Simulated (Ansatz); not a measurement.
Ansatz (a program for electronic structure) input:

Ansatz 0.2 input:
```yaml
crystal:
  periodic: [false, false, false]
  atoms:
    - {symbol: Hf, position_ang: [-0.02103507, -0.00268244, 0.01284266]}
    - {symbol: H, position_ang: [1.02260742, -1.50638619, -0.36253364]}
    - {symbol: H, position_ang: [0.49191731, 1.69952183, -0.56213776]}
basis:
  gaussian:
    orbitals: def2-TZVP
hamiltonian:
  xc: {name: PBE}
magnetization: {spin_polarized: true, initial_magnetization: 2}
relax: {f_tol: 0.003, max_steps: 100}
```

### Question
Predict the final energy.

### Answer
-49.07883 Eh (PBE/def2-TZVP). The basis has 52 functions.

This is an excited triplet: at this geometry the singlet lies 0.35 eV lower at CCSD(T)/CBS(def2-TZVPPD,def2-QZVPPD).
